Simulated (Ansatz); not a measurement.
Ge3Sb2⁻, relaxed as a doublet with UKS r2SCAN-D4/def2-SVPD in Ansatz, starting from the GFN1-xTB geometry. Force threshold 0.02 eV/Å.

In the def2 sets Sb takes a core potential; there is no spin–orbit coupling. Another isomer (doublet) lies 0.95 eV lower at PBE0-D4/def2-TZVPD; other spin states weren't run for this one.

Start:

Cartesian coordinates in Å:
```
Sb -0.577 0.925 -1.676
Sb 0.225 -1.701 -1.028
Ge 0.666 -1.903 1.442
Ge 0.119 0.263 0.916
Ge -0.433 2.416 0.346
```

(1) Estimate the energy that the relaxation releases and the steps that it takes.

(2) Does the start keep its bonding and symmetry?

(3) Predict the relaxed structure.

## Answers

(1) 6.9 kcal/mol, in 6 steps; 72 s on 4 threads of Arm Neoverse V1 on a shared host. No frequencies were taken in this run, so the end may be a saddle point.

(2) By distances, no bond broke or formed. The bond that changes most is Sb1–Ge4, from 2.76 to 2.99 Å (atoms count from 1). Point group C2 at the start, C2v at the end, both within 0.05 Å.

(3) 
```xyz
5

Sb   -0.558    0.987   -1.758
Sb    0.192   -1.795   -1.058
Ge    0.714   -1.986    1.438
Ge    0.139    0.306    1.066
Ge   -0.487    2.487    0.312
```
Bond lengths: 4 × Ge–Sb 2.56 to 2.99 Å; 2 × Ge–Ge 2.39 Å; 1 × Sb–Sb 2.97 Å.
